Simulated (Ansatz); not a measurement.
`Sc1ccc(-c2ccc(-c3ccc(-c4ccc(-c5ccc(-c6ccc(S)cc6)cc5)cc4)cc3)cc2)cc1`. Total charge 0; singlet. Geometry PBE-D4/def2-SVP.

```xyz
64

S    -1.704    3.060  -13.618
C    -1.551    2.699  -11.889
C    -0.465    1.897  -11.475
C    -0.292    1.583  -10.125
C    -1.188    2.048   -9.135
C    -1.000    1.713   -7.705
C     0.291    1.548   -7.153
C     0.469    1.234   -5.803
C    -0.634    1.071   -4.934
C    -0.445    0.744   -3.502
C    -1.344    1.213   -2.517
C    -1.164    0.908   -1.165
C    -0.075    0.119   -0.728
C     0.119   -0.199    0.705
C     1.413   -0.339    1.257
C     1.596   -0.635    2.611
C     0.495   -0.809    3.480
C     0.690   -1.122    4.914
C    -0.225   -1.936    5.621
C    -0.039   -2.232    6.974
C     1.069   -1.726    7.693
C     1.265   -2.039    9.126
C     0.166   -2.229    9.995
C     0.344   -2.523   11.350
C     1.642   -2.640   11.890
S     1.962   -3.008   13.595
C     2.751   -2.454   11.036
C     2.560   -2.158    9.684
C     1.983   -0.910    6.986
C     1.799   -0.617    5.632
C    -0.799   -0.672    2.927
C    -0.982   -0.373    1.574
C     0.823   -0.351   -1.714
C     0.642   -0.047   -3.066
C    -1.926    1.235   -5.486
C    -2.104    1.547   -6.837
C    -2.271    2.849   -9.566
C    -2.454    3.172  -10.914
H    -2.848    3.791  -13.520
H     0.245    1.507  -12.221
H     0.548    0.934   -9.834
H     1.176    1.707   -7.787
H     1.491    1.152   -5.401
H    -2.180    1.864   -2.813
H    -1.862    1.324   -0.423
H     2.294   -0.193    0.615
H     2.618   -0.752    3.001
H    -1.079   -2.379    5.087
H    -0.751   -2.903    7.478
H    -0.858   -2.117    9.607
H    -0.537   -2.652   11.998
H     0.659   -3.123   13.973
H     3.773   -2.552   11.433
H     3.442   -2.045    9.035
H     2.836   -0.466    7.520
H     2.512    0.052    5.127
H    -1.680   -0.783    3.577
H    -2.005   -0.290    1.176
H     1.661   -1.000   -1.417
H     1.341   -0.463   -3.808
H    -2.810    1.077   -4.851
H    -3.126    1.628   -7.238
H    -2.976    3.254   -8.823
H    -3.302    3.809  -11.209
```

Single mean-field runs in def2-SVP are fitted with def2-universal-jkfit.

(1) Estimate the orbital energies around the gap (eV) in Ansatz with PBE-D4/def2-SVP, r2SCAN-D4/def2-SVP, PBE0-D4/def2-SVP.

## Answers

(1) 
```json
{"orbital": "HOMO−5", "PBE-D4/def2-SVP": "-6.32", "r2SCAN-D4/def2-SVP": "-6.57", "PBE0-D4/def2-SVP": "-7.39"}
{"orbital": "HOMO−4", "PBE-D4/def2-SVP": "-6.30", "r2SCAN-D4/def2-SVP": "-6.55", "PBE0-D4/def2-SVP": "-7.37"}
{"orbital": "HOMO−3", "PBE-D4/def2-SVP": "-6.01", "r2SCAN-D4/def2-SVP": "-6.27", "PBE0-D4/def2-SVP": "-7.06"}
{"orbital": "HOMO−2", "PBE-D4/def2-SVP": "-5.50", "r2SCAN-D4/def2-SVP": "-5.73", "PBE0-D4/def2-SVP": "-6.48"}
{"orbital": "HOMO−1", "PBE-D4/def2-SVP": "-5.09", "r2SCAN-D4/def2-SVP": "-5.31", "PBE0-D4/def2-SVP": "-6.02"}
{"orbital": "HOMO", "PBE-D4/def2-SVP": "-4.94", "r2SCAN-D4/def2-SVP": "-5.13", "PBE0-D4/def2-SVP": "-5.80"}
{"orbital": "LUMO", "PBE-D4/def2-SVP": "-2.39", "r2SCAN-D4/def2-SVP": "-2.37", "PBE0-D4/def2-SVP": "-1.74"}
{"orbital": "LUMO+1", "PBE-D4/def2-SVP": "-1.95", "r2SCAN-D4/def2-SVP": "-1.91", "PBE0-D4/def2-SVP": "-1.24"}
{"orbital": "LUMO+2", "PBE-D4/def2-SVP": "-1.40", "r2SCAN-D4/def2-SVP": "-1.31", "PBE0-D4/def2-SVP": "-0.58"}
{"orbital": "LUMO+3", "PBE-D4/def2-SVP": "-1.38", "r2SCAN-D4/def2-SVP": "-1.30", "PBE0-D4/def2-SVP": "-0.55"}
{"orbital": "LUMO+4", "PBE-D4/def2-SVP": "-1.37", "r2SCAN-D4/def2-SVP": "-1.29", "PBE0-D4/def2-SVP": "-0.52"}
{"orbital": "LUMO+5", "PBE-D4/def2-SVP": "-1.30", "r2SCAN-D4/def2-SVP": "-1.21", "PBE0-D4/def2-SVP": "-0.44"}
```
